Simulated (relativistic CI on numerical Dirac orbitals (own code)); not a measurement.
## Dy²⁴⁺: q coefficients and field-shift factors

Computed by Dirac-Coulomb-Breit CI, KLI orbitals optimised for each configuration, derivatives by finite differences, unscaled Slater integrals, QED left out (own radial code, finite nucleus).

Configurations in the expansion (outside the closed core [Ar] 3d10): 4s2 4p6 4d6, 4s2 4p5 4d7, 4s2 4p4 4d8, 4s 4p6 4d7, 4p6 4d8, 4s2 4p6 4d5 5s, 4s2 4p6 4d5 5p, 4s 4p5 4d8. Levels of other configurations are missing.

With x = (α/α₀)² − 1 an excitation energy changes as ω = ω₀ + qx; K = 2q/ω₀ is the relative enhancement. Terms are leading LS components, so labels can repeat. The field-shift factor is F = δν/δ⟨r²⟩ for the transition from the lowest level.

Lowest level 4s2 4p6 4d6 5D_4.

```csv
Level,ω₀ (cm⁻¹),q (cm⁻¹),K,F (GHz/fm²)
4s2 4p6 4d6 3P_2,16998.7,-635.2,-0.0747,-0.338
4s2 4p6 4d6 5D_0,45728.5,21940,0.96,0.431
4s2 4p6 4d6 5D_3,51226.0,67200,2.62,1.26
4s2 4p6 4d6 5D_1,61317.5,68440,2.23,1.2
4s2 4p6 4d6 5D_4,67178.6,51030,1.52,1.09
4s2 4p6 4d6 3G_5,88090.0,57800,1.31,1.28
4s2 4p6 4d6 3H_6,90326.4,58830,1.3,1.4
4s2 4p6 4d6 3F_2,98216.7,62010,1.26,0.817
4s2 4p6 4d6 3F_3,101589.3,64350,1.27,1.22
4s2 4p6 4d6 5D_2,116668.4,110700,1.9,1.94
4s2 4p6 4d6 3D_1,129777.2,73010,1.13,1.39
4s2 4p6 4d6 3G_4,131118.6,76680,1.17,1.69
4s2 4p6 4d6 3P_0,131346.5,72730,1.11,1.34
```

At this charge energies of transitions that change n are usually good to better than 1 %, and those within a shell (Δn = 0) to a few per cent. Terms inside the open d or f shell come out 10 to 20 % too wide with unscaled integrals.
